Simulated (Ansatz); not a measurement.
Breaking a bond: Zr(Cl)3(OH), SMILES [Zr]([OH])([Cl])([Cl])[Cl] (HCl3OZr). The Zr1–Cl6 bond (Zr1 also carries Cl, Cl, O; Cl6 carries nothing else) is stretched with both fragments frozen at the PBE0/def2-TZVP, def2 effective core potentials past Kr optimised geometry.

Levels: RKS-PBE0 = restricted PBE0/def2-TZVP, def2 effective core potentials past Kr in Ansatz (a program for electronic structure); UKS-PBE0 = unrestricted PBE0/def2-TZVP, def2 effective core potentials past Kr (Ansatz).

Energies relative to the lowest point of each curve near equilibrium, in mEh:

```json
[
 {"R / Å": "1.91", "RKS-PBE0": "96.6"},
 {"R / Å": "2.05", "RKS-PBE0": "35.2"},
 {"R / Å": "2.19", "RKS-PBE0": "7.5"},
 {"R / Å": "2.27", "RKS-PBE0": "1.4"},
 {"R / Å": "2.43", "RKS-PBE0": "2.1"},
 {"R / Å": "2.52", "RKS-PBE0": "7.3"},
 {"R / Å": "2.63", "RKS-PBE0": "16.2"},
 {"R / Å": "2.83", "RKS-PBE0": "36.3"},
 {"R / Å": "3.09", "RKS-PBE0": "63.9"},
 {"R / Å": "4.36", "RKS-PBE0": "158.4"},
 {"R / Å": "4.95", "RKS-PBE0": "180.5"},
 {"R / Å": "6.83", "RKS-PBE0": "209.7"}
]
```

Task: Estimate the UKS-PBE0 values at these points.

Result: 1.91: 96.6; 2.05: 35.2; 2.19: 7.5; 2.27: 1.4; 2.43: 2.1; 2.52: 7.3; 2.63: 16.2; 2.83: 36.3; 3.09: 63.9; 4.36: 155.4; 4.95: 170.5; 6.83: 184.6 (mEh).

The restricted form behind RKS-PBE0 keeps the bonding electrons paired and can't separate into open-shell fragments. The unrestricted determinant behind UKS-PBE0 is spin-contaminated at 4.36 to 6.83 Å (<S²> up to 0.8, against 0.00 for a pure singlet).
